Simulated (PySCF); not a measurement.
# What a mistake does to a calculation on AlFH4N anion

All numbers below are calculated, not measured. They come from PySCF 2.14.0, an open-source quantum chemistry program, on an isolated molecule that a program drew, which may never have been made. The molecule is AlFH4N anion (charge -1, singlet), drawn as the SMILES string `[NH2][AlH2-][F]`.

Each row is a Hartree-Fock (HF) and frozen-core CCSD(T) single point in the aug-cc-pV(D+d)Z basis, meant for a local HF minimum. Run 1 is clean. Each other run has one planted mistake out of seven kinds, and not every kind appears here: one electron removed, one electron added, multiplicity raised by two, geometry at a saddle point, minimal basis STO-3G, one bond length entered in bohr, all coordinates scaled. The reference is restricted for singlets and unrestricted otherwise, and also for a bond in bohr. Adding or removing an electron swaps singlet and doublet. Electrons count all cores. HOMO and LUMO are orbital energies over both spins, the gradient is its largest component, and the lowest frequency (negative if imaginary) is given only where the gradient is small. Bond lengths are over the 6 bonds as drawn. T1 is the CCSD diagnostic: over 0.02 (restricted) or 0.045 (unrestricted) a single reference is doubtful.

Geometry of the clean run:
```xyz
7
AlFH4N anion, angstrom
N    -1.7469   -0.5308   -0.2919
Al   -0.2173    0.0101    0.6281
F     0.5602   -1.2953    1.4247
H    -2.5398   -0.8561    0.2303
H    -1.6480   -1.1310   -1.0901
H    -0.6584    1.0831    1.7835
H     0.8517    0.6174   -0.4533
```

| run | electrons | basis functions | <S^2> | HOMO (eV) | LUMO (eV) | gradient (hartree/bohr) | lowest frequency (cm^-1) | mean bond (Å) | longest bond (Å) | T1 | HF (hartree) | CCSD(T) (hartree) | mistake |
|---|---|---|---|---|---|---|---|---|---|---|---|---|---|
| 1 | 34 | 114 | 0.000 | -5.39 | 3.42 | 2.0e-05 | 172 | 1.4771 | 1.865 | 0.0137 | -398.29220 | -398.82586 | no fault |
| 2 | 34 | 114 | 0.311 | -2.27 | 3.40 | 1.3e-02 | - | 1.7199 | 3.094 | 0.0504 | -398.20419 | -398.74249 | one bond length entered in bohr |
| 3 | 34 | 114 | 2.008 | -0.06 | 3.11 | 5.8e-02 | - | 1.4771 | 1.865 | 0.0192 | -398.18103 | -398.67196 | multiplicity raised by two |
| 4 | 33 | 114 | 0.758 | -10.29 | -1.29 | 7.8e-02 | - | 1.4771 | 1.865 | 0.0150 | -398.18208 | -398.66500 | one electron removed |
| 5 | 34 | 114 | 0.000 | -5.12 | 3.38 | 9.4e-02 | - | 1.3456 | 1.699 | 0.0126 | -398.23727 | -398.76032 | all coordinates scaled |
| 6 | 34 | 23 | 0.000 | -1.02 | 21.06 | 4.3e-02 | - | 1.4771 | 1.865 | 0.0082 | -393.02540 | -393.13602 | ? |

**Which mistake was planted in run 6, and what did it cost?**

It has 23 basis functions where the clean run has 114, with the same electrons and geometry. So the mistake is: minimal basis STO-3G. Subtracting run 1 and multiplying by 627.51 kcal/mol a hartree, the energy moved by 3305.0 kcal/mol in HF and 3570.4 kcal/mol in CCSD(T).

Cautions from the logs. Run 2: T1 is over the limit, so its CCSD(T) energy is less reliable.
